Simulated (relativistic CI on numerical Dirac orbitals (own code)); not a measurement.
Re³⁺: N6,7 absorption edge

Computed with this model: Dirac-Coulomb-Breit CI, KLI orbitals optimised for each configuration, QED by a radiative potential, valence Slater integrals scaled by 0.8, multiplet model of core-to-valence dipole absorption; configurations [Xe] 4f14 5d4 → [Xe] 4f13 5d5; 80 K; Lorentzian 0.3 eV and Gaussian 0.3 eV FWHM. Energies are those of the free ion, without screening or charge transfer. The branching ratio is the share of the lower-energy edge in the whole absorption, uncertain by about 0.02 where the edges overlap. S is read from ⟨S²⟩ = S(S + 1).

Field parameters in Wybourne normalisation: D3d B²₀ = −7Dσ, B⁴₀ = −14Dq − 21Dτ, B⁴₃ = −14√(10/7) Dq; Td as Oh with Dq negative (B⁴₀ = 21Dq, B⁴₄ = √(5/14) B⁴₀). The field is a parameter set, without covalency.

free ion: ground-state S = 1.79, centroid 42.29 eV. Peaks (eV, height): 40.3 (29), 41.6 (72), 42.0 (100), 44.3 (31).

D3d, 10Dq = 25000, Dσ = 840, Dτ = 200 cm⁻¹: ground-state S = 1.05, centroid 43.11 eV. Peaks (eV, height): 40.0 (78), 42.0 (77), 42.9 (70), 44.5 (100).

Td, 10Dq = -12200 cm⁻¹: ground-state S = 1.13, centroid 42.48 eV. Peaks (eV, height): 41.2 (100), 41.9 (40), 42.7 (43), 43.4 (42).

Strongest unbroadened transitions for Td, 10Dq = -12200 cm⁻¹:

```
Energy (eV)  Relative strength
      41.00               17.6
      41.02               31.9
      41.12               27.6
      41.20              100.0
      41.28               11.1
      41.43                6.5
      41.87               14.0
      41.91               13.7
      42.01                8.3
      42.16               16.5
      42.65               17.9
      42.66               11.8
      42.71                7.5
      42.96               14.6
      43.29                6.9
      43.42               15.2
      43.45               11.2
      43.82               15.9
```
